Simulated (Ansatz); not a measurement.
Ca₇Si₂. Charge 0, multiplicity 1. Geometry PBE0-D4/def2-SVP.

Cartesian coordinates in Å:
```
Ca 0.522 -2.174 0.125
Ca -1.512 -2.533 -2.829
Ca 1.251 -0.262 3.028
Ca 0.179 2.983 1.791
Ca -2.181 -0.068 1.807
Ca 2.878 1.155 0.023
Ca 0.506 0.474 -2.877
Si 0.040 0.812 -0.044
Si -1.683 -0.387 -1.025
```

The restricted singlet is unstable towards broken spin symmetry in Hartree–Fock (as tested in another run); at PBE-D4/def2-TZVP, revPBE-D4/def2-TZVP, r2SCAN-D4/def2-TZVP, B97M-V/def2-TZVP and others this wasn't settled. Another isomer (singlet) lies 0.53 eV lower at PBE0-D4/def2-TZVP; other spin states weren't run for this one.

Q: Estimate the orbital energies around the gap (eV) in Ansatz with PBE-D4/def2-TZVP, revPBE-D4/def2-TZVP, r2SCAN-D4/def2-TZVP, B97M-V/def2-TZVP, PBE0-D4/def2-TZVP.

A: 
```tsv
orbital	PBE-D4/def2-TZVP	revPBE-D4/def2-TZVP	r2SCAN-D4/def2-TZVP	B97M-V/def2-TZVP	PBE0-D4/def2-TZVP
HOMO−9	-8.27	-8.20	-8.58	-8.67	-9.64
HOMO−8	-5.47	-5.41	-5.66	-5.67	-6.48
HOMO−7	-5.29	-5.22	-5.47	-5.46	-6.24
HOMO−6	-5.01	-4.95	-5.17	-5.17	-5.87
HOMO−5	-3.83	-3.77	-3.91	-3.91	-4.48
HOMO−4	-3.75	-3.68	-3.80	-3.80	-4.33
HOMO−3	-3.47	-3.40	-3.52	-3.50	-4.02
HOMO−2	-3.27	-3.20	-3.31	-3.30	-3.75
HOMO−1	-2.95	-2.90	-3.00	-3.00	-3.44
HOMO	-2.87	-2.81	-2.88	-2.89	-3.28
LUMO	-2.48	-2.42	-2.46	-2.49	-2.11
LUMO+1	-2.44	-2.36	-2.37	-2.40	-2.00
LUMO+2	-2.14	-2.08	-2.07	-2.11	-1.68
LUMO+3	-2.12	-2.04	-1.99	-2.10	-1.64
LUMO+4	-1.94	-1.87	-1.84	-1.90	-1.37
LUMO+5	-1.78	-1.73	-1.71	-1.76	-1.27
```
